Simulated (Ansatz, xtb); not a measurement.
**Relative energy of two isomers of C3H9In**

We compare a, `[CH3][In]([CH3])[CH3]`, a singlet, with b, `C[CH2][InH][CH3]`, a singlet. Both are isolated molecules in the gas phase, relaxed with B3LYP-D3(BJ)/def2-SVP; the shapes shown needn't be the lowest conformers.

a (Å):

```xyz
13

C     2.1176    1.9271   -1.0661
C    -1.5550    1.7600   -0.0867
C     0.5010   -1.4296   -0.3423
In    0.3501    0.7542   -0.5026
H     2.7444    1.3759   -1.7835
H     1.8328    2.8964   -1.5019
H     2.7237    2.1209   -0.1654
H    -2.1366    1.8243   -1.0216
H    -1.3935    2.7830    0.2848
H    -2.1511    1.1958    0.6462
H     1.1898   -1.8337   -1.0996
H     0.8995   -1.6913    0.6521
H    -0.4832   -1.9086   -0.4538
```

b (Å):

```xyz
13

C     0.9501    2.2451    0.3791
C    -0.4916    1.7859    0.1510
C     1.0716   -1.5702   -0.7325
In   -0.7065   -0.3142   -0.4765
H     1.5624    2.1473   -0.5328
H     1.0048    3.3036    0.6919
H     1.4521    1.6522    1.1618
H    -1.0993    1.9094    1.0644
H    -0.9894    2.4007   -0.6191
H    -2.2945   -0.9951   -0.7760
H     1.0083   -2.4491   -0.0713
H     1.1249   -1.9355   -1.7706
H     1.9909   -1.0129   -0.5016
```

Quicker runs give these differences E(b) − E(a): GFN2-xTB −4.7 kcal/mol; HF/STO-3G +13.0 kcal/mol (at GFN2-xTB geometries); r2SCAN-D4/def2-SVP +6.8 kcal/mol (at GFN2-xTB geometries).

**Question.** Estimate which is lower in electronic energy at CCSD(T)/def2-SVP + ΔMP2/def2-TZVPP, and by roughly how much.

**Answer.** The CCSD(T)/def2-SVP + ΔMP2/def2-TZVPP calculation puts structure a lower, by 9.5 kcal/mol.

The same difference at several levels:

| level | geometry | E(b) − E(a) (kcal/mol) | departure from the last row (kcal/mol) | job, with rough time for the two |
| --- | --- | --- | --- | --- |
| GFN2-xTB | GFN2-xTB | −4.7 | −14.2 | optimisation, 0.83 s |
| HF/STO-3G | GFN2-xTB | +13.0 | +3.5 | single point, 1 s |
| r2SCAN-D4/def2-SVP | GFN2-xTB | +6.8 | −2.7 | single point, 4.6 s |
| B3LYP-D3(BJ)/def2-SVP | B3LYP-D3(BJ)/def2-SVP | +5.8 | −3.8 | optimisation, 2.3 min |
| HF/def2-SVP | B3LYP-D3(BJ)/def2-SVP | +5.5 | −4.0 | part of the CCSD(T) run |
| MP2/def2-SVP | B3LYP-D3(BJ)/def2-SVP | +6.7 | −2.8 | part of the CCSD(T) run |
| CCSD(T)/def2-SVP | B3LYP-D3(BJ)/def2-SVP | +5.8 | −3.8 | single point |
| CCSD(T)/def2-SVP + ΔMP2/def2-TZVPP | B3LYP-D3(BJ)/def2-SVP | +9.5 |  | single point, 48 s |

As drawn, b has 1 C–C, 1 In–H in place of 1 C–In, 1 C–H.

GFN2-xTB puts the two in the other order. The largest departure from CCSD(T)/def2-SVP + ΔMP2/def2-TZVPP is that of GFN2-xTB, 14.2 kcal/mol. A small imaginary or near-zero mode remains, so no thermal terms are given. The last row adds to CCSD(T) the change of the MP2 difference between the two basis sets, here +3.8 kcal/mol, a large step that makes the value less sure.

The correlated steps freeze 7 core orbitals; the filled d shell of In is correlated, in a basis made for valence electrons. Atoms past krypton carry core potentials in the def2 sets, other sets are all-electron and non-relativistic, and no spin–orbit term is included. Run with Ansatz 0.2.0, xtb 6.7.1; the last row on 2 threads of Arm Neoverse V1 on a shared host.
